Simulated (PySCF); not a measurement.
**Two-component Hartree-Fock for P+ (phosphorus, charge +1)**

Start: [Ne] 3s2 3p2; 3p1/2 filled at m_j = -1/2, +1/2. Calculated with PySCF 2.14 in x2c-SVPall-2c with one added diffuse shell each of s, p type (5s5p1d, 25 functions): generalised Hartree-Fock with the X2C-1e Hamiltonian and a Gaussian nucleus; one run each with spin-orbit coupling (SO) switched off, then screened by Boettger's factors.

```
spinor shell  electrons  ε, spin-free (eV)  ε, screened SO (eV)  weight of nominal j (screened SO)  rms radius, screened SO (bohr)
       1s1/2          2            -2192.1              -2192.1                              1.000                           0.120
       2s1/2          2            -216.25              -216.24                              1.000                           0.561
       2p1/2          2            -157.88              -158.91                              0.832                           0.537
       2p3/2          4            -157.88              -157.35                              0.916                           0.541
       3s1/2          2            -28.204              -28.199                              0.999                            1.99
       3p1/2          2            -19.614              -19.623                              0.514                            2.33
```

```csv
quantity,spin-free,screened SO
E (hartree),-341.03547,-341.03653
M_J,0,0
⟨J²⟩,2.009,1.930
⟨L²⟩,2.007,2.007
⟨S²⟩,2.002,2.002
```

The determinant has a definite M_J but mixes levels of different J.

Each row is a mean over spinors that exchange with the open shell spreads, by up to 5.470 eV (3s1/2).

Rows whose weight is well below 1 are mixtures of j = l ± 1/2: exchange outweighs spin-orbit coupling there, and the label is only the starting occupation.

Without spin-orbit coupling the j labels of p, d and f shells carry no meaning; the spin-free column gives the mean over the occupied spinors of each nl shell.
